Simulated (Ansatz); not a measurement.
Reaction (ligand exchange at the Si–C bond): `C=C[SiH2][SiH2]C` + `BS` → `BS[SiH2][SiH2]C` + `C=C`

Gas-phase electronic energies from Ansatz, PBE0-D4/def2-TZVP geometries. CCSD(T)/CBS adds triple-zeta CCSD(T) − MP2 to the extrapolated MP2 energy (def2 sets, frozen cores). This one scheme is used for every species. DFT in def2-TZVPP. Each species was taken in one conformer, which may not be the lowest.

```tsv
level	ΔE (kJ/mol)
r2SCAN	-52.7
MP2/def2-TZVPP	-54.9
MP2/def2-QZVPP	-57.1
MP2/CBS(def2)	-58.8
```

**Question.** What does CCSD(T)/CBS give? (Estimate.)

**Answer.** The calculation gave: -55.1 kJ/mol. The listed levels differ from it by 2.4, 0.2, -2.0, -3.7 kJ/mol.

Largest T1 diagnostic among the species: 0.015.

The D4 term adds −4.8 kJ/mol with B3LYP and −2.6 kJ/mol with PBE0; it sums over pairs of atoms, weighted by their polarisabilities, and B3LYP, whose exchange is more repulsive, gets the larger term.

CCSD(T)/CBS has its own doubt, a few kJ/mol and more with outer-core shells, so smaller differences from it don't rank the levels.

B3LYP here is the variant with VWN-RPA as its local correlation; programs differ in this.
